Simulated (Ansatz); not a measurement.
Relaxed structures of LiAlSiH$_{4}$O, singlet (PBE0-D4/def2-TZVP; forces vanish, vibrations not checked; lower isomers may exist, and structures with a doubtful reference or unclear bonds are left out; Å). Program: Ansatz 0.2.0. Basis: def2-TZVPP. Cores are frozen in the correlated methods. The outer core shell of Li, Na, Mg and K is correlated.

**Question.** Rank them by CCSD(T) energy, lowest first, and give each one's height above the lowest. Links in brackets join atoms within 1.22 times the sum of their covalent radii (1.1 for two metals). (An estimate is asked for; the value comes from the calculation.)
A.
LiAlSiH₄O ([H]1[Li]234[H][Si]256[H][AlH]135[O]46)
```
8
angstrom
Li -2.2598 -0.2648 -0.2546
Si -1.1469 2.0105 0.0037
O -1.0653 0.7781 -1.2132
Al 0.2031 -0.1274 -0.3575
H 1.6864 -0.3453 -0.8351
H 0.1049 1.1912 0.8354
H -0.7212 -1.3317 0.2502
H -2.1750 1.1688 0.9091
```
B.
LiAlSiH₄O ([AlH2][O]1[Li][SiH2]1)
```
8
angstrom
Li -2.2152 0.9251 -0.3458
Si -0.0756 1.6555 0.2140
O -0.6922 -0.0053 -0.1427
Al 0.1741 -1.4733 -0.1681
H 1.1288 1.7271 -0.6991
H 0.6520 1.4295 1.5212
H -0.6848 -2.7509 -0.5518
H 1.7130 -1.5078 0.1724
```
C.
LiAlSiH₄O ([H]1[AlH2]2[O]3[Si]4[H][Li]1324)
```
8
angstrom
Li 0.2559 1.4439 -0.2399
Si -1.7256 0.8300 1.2968
O -0.6377 -0.0378 0.4936
Al 0.5942 -1.0815 -0.4010
H 1.3507 0.2934 -1.0254
H -1.1125 2.2505 0.7800
H -0.1518 -1.8946 -1.5492
H 1.5250 -1.8116 0.6651
```

**Answer.** Computed: A (0.00 kcal/mol), C (4.14 kcal/mol), B (11.03 kcal/mol). Heights count from the lowest.

No T1 diagnostic of these runs exceeds 0.015. The restricted Hartree–Fock reference is unstable towards an unrestricted one at one or more of these structures.

For scale, one of the runs: CCSD(T)/def2-TZVPP, 190 basis functions, launched by `ansatz run in.yaml --threads 2 --pin off --events-out ev --progress --plain --max-ram 4352MiB`. Hardware: 2 CPU threads of an Arm Neoverse V1, shared host. Wall time 37 s; peak host memory 1.9 GiB.
